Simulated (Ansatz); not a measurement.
Reaction (cleavage of the Al–Ge bond): `F[CH2][AlH][GeH3]` + `O[SiH3]` → `F[CH2][AlH][O][SiH3]` + GeH₄

Program: Ansatz. Geometries: PBE0-D4/def2-TZVP. ΔE: electronic, gas phase. CCSD(T)/CBS is the MP2 limit (def2-TZVPP, def2-QZVPP) plus CCSD(T) − MP2 in def2-TZVPP, frozen cores. Functionals use def2-TZVPP. For Ge outer-core shells are correlated without core-valence functions, which leaves a few kJ/mol of doubt a bond. Scalar relativity is left out up to krypton. Each species was taken in one conformer, which may not be the lowest.

`F[CH2][AlH][GeH3]`:

Z-matrix (Å, degrees):
```
C
Al 1 1.982
F 1 1.399 2 111.5
H 1 1.098 2 111.9 3 120.7
H 1 1.098 2 111.9 3 -120.7
Ge 2 2.474 1 118.9 3 -0.1
H 2 1.591 1 117.1 3 179.8
H 6 1.542 2 111.1 1 62.1
H 6 1.541 2 113.2 1 -177.4
H 6 1.541 2 111.4 1 -56.6
```

`O[SiH3]`:

Cartesian coordinates in Å:
```
O 1.117 0.558 -0.287
Si -0.302 -0.247 -0.062
H 1.381 1.195 0.378
H -0.287 -1.046 1.195
H -0.448 -1.148 -1.228
H -1.460 0.687 0.004
```

`F[CH2][AlH][O][SiH3]`:

Cartesian coordinates in Å:
```
F 1.122 -0.448 -1.740
C -0.061 -1.193 -1.711
Al -1.110 -0.774 -0.087
O -0.483 0.355 0.989
Si 0.607 1.432 1.545
H -0.616 -0.976 -2.633
H 0.211 -2.255 -1.769
H -2.499 -1.456 0.229
H 1.916 0.770 1.784
H 0.793 2.536 0.566
H 0.120 2.007 2.826
```

GeH₄:

Cartesian coordinates in Å:
```
Ge 0.000 0.000 0.000
H 0.553 -1.170 -0.824
H 0.385 1.325 -0.671
H 0.591 -0.048 1.415
H -1.528 -0.107 0.080
```

```tsv
species	PBE0 energy (Eh)
`F[CH2][AlH][GeH3]`	-2460.50440
`O[SiH3]`	-366.98944
`F[CH2][AlH][O][SiH3]`	-748.42125
GeH₄	-2079.11932
```

Q: Work out ΔE.

A: ΔE = (-748.42125) + (-2079.11932) − (-2460.50440) − (-366.98944) = -0.04673 Eh = -29.3 kcal/mol. CCSD(T)/CBS gives -32.6 kcal/mol.

Largest T1 diagnostic among the species: 0.012.

From PBE to PBE0 (25 % exact exchange), in def2-TZVPP and without D4, ΔE moves by −1.3 kcal/mol. In def2-TZVPP, CCSD(T) changes the Hartree–Fock value by +4.0 kcal/mol (the triples alone add +0.5 kcal/mol) and MP2 by +2.6 kcal/mol.
